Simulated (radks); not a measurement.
Q: Radial electron density D(r) = 4 pi r^2 rho(r) of an atom or ion with 32 electrons. Method: scalar-relativistic Kohn-Sham, LDA (Slater exchange, Perdew-Zunger correlation), spin-polarised, spherical densities, point nucleus; computed with a radial shooting solver on a logarithmic mesh with Libxc functionals.

```
   r/bohr * D(r) (the largest magnitude, 47.7, reaches the edge; | marks zero)
 0.003153 |  *
 0.004239 |     *
 0.005653 |        *
  0.00754 |             *
  0.01014 |                   *
  0.01352 |                            *
  0.01818 |                                    *
  0.02425 |                                           *
   0.0326 |                                              *
  0.04348 |                                           *
  0.05845 |                                      *
  0.07796 |                                      *
    0.104 |                                               *
   0.1398 |                                                      *
   0.1865 |                                               *
   0.2507 |                                *
   0.3344 |                           *
   0.4496 |                                 *
   0.5996 |                              *
   0.8061 |                *
    1.075 |      *
    1.434 |   *
    1.928 |  *
    2.572 | *
    3.457 |*
    4.611 *
      6.2 *
    8.269 *
    11.12 *
```

What is the nuclear charge?

A: Z = 33. The innermost maximum, from 1s, lies near gamma/Z bohr with gamma = sqrt(1 - (Z/c)^2) = 0.971, here 0.0294 bohr (found: 0.0318), and its height grows with Z. The density is that of the arsenic ion As+ in [Ar] 3d9 4s2 4p2 4d1; the configuration itself is not fixed sharply by these data, and Z only to about a unit. D(r) has 3 maxima, at r = 0.0318, 0.143, 0.487 bohr, and minima at 0.0670, 0.311 bohr, inside which lie 2.08, 10.96 electrons.
